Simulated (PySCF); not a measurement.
## C₆ coefficients of unlike pairs at HSE06

Calculated with PySCF 2.14 from the dipole response of each species, C₆(A,B) = (3/π) ∫ α_A(iu) α_B(iu) du, in atomic units, from isotropic polarisabilities. For ions this is the dispersion term alone; charge-induced terms of lower order in 1/R come first.

```json
{"species": "Ga³⁺", "configuration": "[Ar] 3d10 (1S)", "basis": "def2-QZVPPD (12s7p5d4f1g)", "relativity": "none", "α (bohr³)": "1.340", "C₆ (like pair)": "2.842"}
{"species": "Se", "configuration": "[Ar] 3d10 4s2 4p4 (3P)", "basis": "aug-cc-pVTZ-DK (7s6p4d2f)", "relativity": "spin-free X2C", "α (bohr³)": "26.34", "C₆ (like pair)": "219.1"}
{"species": "Tl³⁺", "configuration": "[Xe] 4f14 5d10 (1S)", "basis": "aug-cc-pwCVTZ-PP with ECP60MDF (8s7p6d4f1g)", "relativity": "core potential", "α (bohr³)": "5.291", "C₆ (like pair)": "30.64"}
```

Q: Estimate C₆ for Tl³⁺ with Ga³⁺.

A: The integral gives 9.123. The combination rule 2 C_A C_B / (C_A α_B/α_A + C_B α_A/α_B) gives 9.175 and the geometric mean 9.332.

No spin-orbit coupling is included.

The other pairs:

```
    pair     C₆
Tl³⁺, Se  69.50
Se, Ga³⁺  18.93
```
